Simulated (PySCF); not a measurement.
Working out the ionisation energy of Mn

Mn [Ar] 3d5 4s2 (6S) → Mn⁺ [Ar] 3d5 4s1 (7S). Computed with PySCF 2.14 in aug-cc-pwCVTZ (10s9p7d4f3g, 127 functions), with no relativity, point nucleus. Frozen: nothing. Energies in hartree (1 hartree = 27.21139 eV):

```json
{"part": "UHF", "Mn (lower)": "-1149.868947", "Mn⁺ (upper)": "-1149.649446"}
{"part": "MP2 opposite-spin", "Mn (lower)": "-0.497191", "Mn⁺ (upper)": "-0.460182"}
{"part": "MP2 same-spin", "Mn (lower)": "-0.267318", "Mn⁺ (upper)": "-0.263106"}
```

Task: What does Hartree-Fock give?

Result: (-1149.649446) − (-1149.868947) = 0.219501 hartree = 5.973 eV.

Task: What do MP2 and SCS-MP2 (6/5 opposite-spin, 1/3 same-spin) give?

Result: The opposite-spin parts differ by 1.007 eV and the same-spin parts by 0.115 eV. MP2: 5.973 + (1.007) + (0.115) = 7.095 eV. SCS-MP2: 5.973 + 1.2 × (1.007) + (0.115)/3 = 7.220 eV.

Measured between the centres of the two terms (NIST): 7.434 eV, so MP2 (all electrons) is off by -0.339 eV.

The calculation is non-relativistic.

What remains against the reference includes basis incompleteness and correlation beyond second order.
